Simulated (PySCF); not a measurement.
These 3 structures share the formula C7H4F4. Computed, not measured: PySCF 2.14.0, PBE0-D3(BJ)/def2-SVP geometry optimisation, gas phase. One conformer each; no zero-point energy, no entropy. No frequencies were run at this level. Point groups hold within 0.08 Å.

Question: Order them by energy at this level, lowest first, and give relative energies in kcal/mol.
A. 4-fluorobenzotrifluoride, `Fc1ccc(C(F)(F)F)cc1`
B. 2-fluorobenzotrifluoride, `FC1=CC=CC=C1C(F)(F)F`
C. `Fc1cccc(C(F)(F)F)c1`

Answer: A (0.0), C (0.4), B (1.6).

Neighbours under 2.5 kcal/mol apart (Fc1ccc(C(F)(F)F)cc1 and Fc1cccc(C(F)(F)F)c1; Fc1cccc(C(F)(F)F)c1 and Fc1ccccc1C(F)(F)F) can change places with a better method, another conformer or zero-point energy.

| SMILES | E (Eh) | E rel (kcal/mol) | dipole (D) | point group | A, B, C (MHz) |
| --- | --- | --- | --- | --- | --- |
| Fc1ccc(C(F)(F)F)cc1 | -667.36228 | 0.0 | 1.29 | near Cs | 2853, 614.9, 554.4 |
| Fc1cccc(C(F)(F)F)c1 | -667.36158 | 0.4 | 2.19 | C1 | 2124, 729.3, 599.4 |
| Fc1ccccc1C(F)(F)F | -667.35975 | 1.6 | 3.35 | – | 1912, 942.0, 708.8 |
